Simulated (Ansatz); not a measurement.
Reaction (ligand exchange at the Al–C bond): `C[CH]([AlH2])[AlH][SiH3]` + `OB1CC1` → `[AlH2][O]B1CC1` + `C[CH2][AlH][SiH3]`

Gas-phase electronic energies from Ansatz, PBE0-D4/def2-TZVP geometries. CBS: MP2 limit from def2 TZ/QZ plus the TZ coupled-cluster correction, frozen cores. Functionals use def2-TZVPP. One conformer a species, not always the lowest.

`C[CH]([AlH2])[AlH][SiH3]`:

Cartesian coordinates in Å:
```
C 1.130 0.714 -0.943
C 0.776 0.569 0.547
Al 2.027 -0.485 1.598
Al -1.072 0.041 0.876
Si -2.468 -0.598 -1.047
H 0.389 1.290 -1.507
H 1.199 -0.264 -1.428
H 2.095 1.206 -1.100
H 0.793 1.540 1.079
H 2.090 -0.303 3.175
H 2.962 -1.547 0.872
H -1.629 0.038 2.368
H -2.644 0.556 -1.978
H -1.816 -1.684 -1.837
H -3.829 -1.074 -0.673
```

`OB1CC1`:

Cartesian coordinates in Å:
```
O -0.708 0.948 -1.649
B -0.198 0.325 -0.577
C -0.383 -0.344 0.778
C 1.039 -0.209 0.115
H -1.662 1.060 -1.598
H -0.552 0.243 1.676
H -0.782 -1.352 0.858
H 1.738 0.462 0.608
H 1.508 -1.133 -0.211
```

`[AlH2][O]B1CC1`:

```xyz
11

Al    2.569    0.816   -0.685
O     1.012    0.324   -0.271
B    -0.209   -0.065    0.055
C    -1.555   -0.636   -0.374
C    -1.273   -0.262    1.128
H     2.759    2.326   -1.098
H     3.706   -0.274   -0.627
H    -1.674   -1.694   -0.593
H    -2.286   -0.022   -0.893
H    -1.832    0.580    1.528
H    -1.218   -1.092    1.828
```

`C[CH2][AlH][SiH3]`:

Z-matrix (Å, degrees):
```
C
C 1 1.527
H 1 1.094 2 111.7
H 1 1.094 2 112.3 3 -120.3
H 1 1.094 2 111.7 3 119.3
Al 2 1.961 1 116.6 3 -59.8
H 2 1.099 1 110.5 3 63.0
H 2 1.099 1 110.5 3 177.6
Si 6 2.463 2 119.5 1 -0.3
H 6 1.594 2 119.5 1 179.7
H 9 1.491 6 114.2 2 -179.4
H 9 1.494 6 110.8 2 59.5
H 9 1.494 6 110.9 2 -58.3
```

CCSD(T)/CBS gives -31.6 kcal/mol.

(1) Another level gave -30.3 kcal/mol. Which?
A. ωB97M-V/def2-TZVPP
B. PBE0/def2-TZVPP
C. PBE-D4/def2-TZVPP
D. SCS-MP2/def2-TZVPP

Largest T1 diagnostic among the species: 0.013.

## Answers

(1) B. PBE0 -30.3, SCS-MP2/def2-TZVPP -32.9, ωB97M-V -31.3, PBE-D4 -28.5 kcal/mol.

In def2-TZVPP, CCSD(T) changes the Hartree–Fock value by +7.0 kcal/mol (the triples alone add +1.2 kcal/mol) and MP2 by +6.8 kcal/mol. The D4 term adds +1.4 kcal/mol with B3LYP and +0.8 kcal/mol with PBE0; it sums over pairs of atoms, weighted by their polarisabilities, and B3LYP, whose exchange is more repulsive, gets the larger term.

B3LYP here is the variant with VWN-RPA as its local correlation; programs differ in this.
